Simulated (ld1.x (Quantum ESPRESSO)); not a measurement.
**Which change was made? (Ne, RRKJ)**

| Property | Result |
| --- | --- |
| Element | neon |
| Generator | ld1.x (Quantum ESPRESSO) 7.5 |
| Type | norm-conserving RRKJ (Kleinman–Bylander form) |
| Functional | LDA (PZ) |
| Relativity | scalar-relativistic |
| Frozen core | [He] |
| Valence charge | 8 |
| Reference configuration | 2s2 2p6 |
| Partial waves | 2s (bound): rc 0.50 bohr; 2p (bound): rc 1.15 bohr |
| Local potential | the p channel |
| Core correction | none |
| rho0 | 0.001 |

Cutoffs, loose and tight: the cutoffs (Ry, on a coarse ladder) from which the occupation-weighted sum of valence levels, in a spherical-Bessel basis at the reference potential, stays within 10 and 1 mRy of its value at 400 Ry. They do not see the model core or the augmentation charge, which bear on the density cutoff. Test errors are all-electron minus pseudo excitation energies from the reference, over the configurations 2s2 2p5; 2s2 2p4; 2s2 2p3; 2s2 2p5.5; 2s2 2p2; 2s1 2p6 (two spin-polarised tests are not counted in the largest error); variants that change the core or the reference have their own tests.

The base gives: outcome: generated; bound ghosts: not determined; largest test error (meV): +1047.

Problem. After one change the result is: outcome: generated; bound ghosts: not determined; largest test error (meV): +675. Which change was it?
A. type TM; local potential all-electron potential smoothed inside 0.40 bohr (lloc = -1); rho0 0
B. local potential all-electron potential smoothed inside 0.50 bohr (lloc = -2)
C. all radii scaled by about 0.90 (s 0.44, p 1.04 bohr)
D. wave 2p (bound): rc 1.15 bohr becomes 2p (bound): rc 1.04 bohr

Solution. D. The others give: local potential all-electron potential smoothed inside 0.50 bohr (lloc = -2) → outcome: generated; bound ghosts: not determined; largest test error (meV): +1866 | all radii scaled by about 0.90 (s 0.44, p 1.04 bohr) → outcome: failed: compute_chi: n is too large | type TM; local potential all-electron potential smoothed inside 0.40 bohr (lloc = -1); rho0 0 → outcome: generated; cutoff, loose: 300 Ry; cutoff, tight: over 300 Ry; bound ghosts: none; largest test error (meV): +1481.
